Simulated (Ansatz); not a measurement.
Cartesian coordinates (Å):
```xyz
7

O      1.9715    -0.6117    -0.2431
C      1.1400     0.2453    -0.0912
Si    -0.7099    -0.2655     0.0474
Cl    -1.8558     1.4181     0.3006
H      1.4372     1.3178    -0.0317
H     -1.1101    -0.9504    -1.2023
H     -0.8730    -1.1536     1.2203
```
Charge 0, spin multiplicity 1.

Level of theory: Ansatz (a quantum-chemistry and plane-wave program) with frozen-core CCSD(T)/def2-TZVPP // PBE0-D4/def2-TZVP.

```json
{
  "HF energy": "-863.00823 Ha",
  "MP2 correlation energy": "-0.69201 Ha"
}
```

### Question
Estimate the CCSD correlation energy, the (T) correction, the total energy and the T1 diagnostic.

### Answer

```
Property                        Result
-----------------------  -------------
CCSD correlation energy    -0.72977 Ha
(T) correction             -0.03098 Ha
CCSD(T) total energy     -863.76899 Ha
T1 diagnostic                    0.014
```
